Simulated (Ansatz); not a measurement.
Consider the cleavage of the Al–Si bond: `[AlH2][SiH]([SiH3])O[SiH3]` + HI → `[AlH2][I]` + `[SiH3]O[SiH2][SiH3]`.

Gas-phase electronic energies from Ansatz, PBE0-D4/def2-TZVP geometries. CBS: MP2 limit from def2 TZ/QZ plus the TZ coupled-cluster correction, frozen cores. Functionals use def2-TZVPP. HSE06 is defined as in plane-wave codes. def2 core potentials past Kr. For I outer-core shells are correlated without core-valence functions, which leaves a few kJ/mol of doubt a bond. Each species was taken in one conformer, which may not be the lowest.

(1) Is it downhill or uphill in electronic energy at CCSD(T)/CBS, and by how much? (Best estimate.)

(2) What do these levels give: r2SCANh-D4, HSE06-D4, revPBE, RPA@PBE/def2-TZVPP, SCS-MP2/def2-TZVPP, MP2/CBS(def2)? (Best estimate.)

(3) What do rigid-rotor, harmonic-oscillator terms from PBE0-D4/def2-TZVP frequencies (298.15 K, 1 bar) make of the CCSD(T)/CBS value? (An estimate is asked.)

Largest T1 diagnostic among the species: 0.013.

Results:

(1) The calculation gave: Downhill: ΔE = -162.8 kJ/mol.

(2) The calculation gave: r2SCANh-D4 -160.4, HSE06-D4 -150.7, revPBE -144.2, RPA@PBE/def2-TZVPP -150.9, SCS-MP2/def2-TZVPP -169.0, MP2/CBS(def2) -177.3 kJ/mol.

(3) Ansatz gave: ΔZPE = +8.7 kJ/mol, ΔH = -158.2 kJ/mol, ΔS = 2 J/(mol·K), ΔG = -158.8 kJ/mol. Modes under 50 cm⁻¹ make the entropy rough.

Leaving LDA and LC-ωPBE aside and taking each functional with its dispersion term where it has one, the values, not all of them listed here, spread over 25.9 kJ/mol, from BHLYP-D4 to revPBE-D4. The D4 term adds +4.4 kJ/mol with B3LYP and +2.8 kJ/mol with PBE0; it sums over pairs of atoms, weighted by their polarisabilities, and B3LYP, whose exchange is more repulsive, gets the larger term.

B3LYP here is the variant with VWN-RPA as its local correlation; programs differ in this.
